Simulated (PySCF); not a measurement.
Excitation energy of Cd²⁺ by level of theory

Cd²⁺ [Kr] 4d10 (1S) → Cd²⁺ [Kr] 4d9 5s1 (3D), as a difference of total energies. All numbers are calculated (PySCF 2.14, a scalar-relativistic core potential, in aug-cc-pVTZ-PP with one added diffuse shell each of s, p, d, f, g type with ECP28MDF (7s7p6d4f3g, 113 functions)). Correlated levels: valence: 4s2 4p6 frozen. The calculations carry no spin-orbit coupling.

```tsv
method	excitation energy (eV)
UHF	9.758
PBE	9.461
PBE0	9.742
r2SCAN	9.628
wB97M-V	10.049
CAM-B3LYP	9.567
MP2 (valence)	10.547
SCS-MP2 (valence)	10.578
```

Q: Estimate what LDA gives.

A: 9.478 eV, closest to PBE among the rows shown.

Q: Estimate what MN15 gives.

A: 10.117 eV, closest to wB97M-V among the rows shown.
